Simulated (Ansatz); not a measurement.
Reaction (formal exchange of groups at the Sn–F bond): `[F][SnH]([SiH3])[Cl]` + CH₄ → `[CH3][SnH]([SiH3])[Cl]` + H–F

Program: Ansatz. Geometries: PBE0-D4/def2-TZVP. ΔE: electronic, gas phase. CCSD(T)/CBS adds triple-zeta CCSD(T) − MP2 to the extrapolated MP2 energy (def2 sets, frozen cores). This one scheme is used for every species. Functionals use def2-TZVPP. def2 core potentials past Kr. For Sn outer-core shells are correlated without core-valence functions, which leaves a few kJ/mol of doubt a bond.

Q: Is it downhill or uphill in electronic energy at CCSD(T)/CBS, and by how much? (Best estimate.)

A: Computed: Uphill: ΔE = +0.73 eV.

Q: What do these levels give: PBE-D4, PBE0-D4, r2SCANh-D4, CAM-B3LYP-D4, ωB97M-V, BHLYP? (Best estimate.)

A: Computed: PBE-D4 0.82, PBE0-D4 0.75, r2SCANh-D4 0.86, CAM-B3LYP-D4 0.92, ωB97M-V 0.82, BHLYP 0.93 eV.

Largest T1 diagnostic among the species: 0.013.

From r2SCAN to r2SCAN0 (25 % exact exchange), in def2-TZVPP and without D4, ΔE moves by −0.09 eV. Leaving LDA and LC-ωPBE aside and taking each functional with its dispersion term where it has one, the values, not all of them listed here, spread over 0.29 eV, from PBE-QIDH to B97M-V. LDA lies −0.13 eV from PBE without D4. At CCSD(T), def2-SVP lies +0.17 eV from the extrapolated value and def2-TZVPP −0.03 eV.
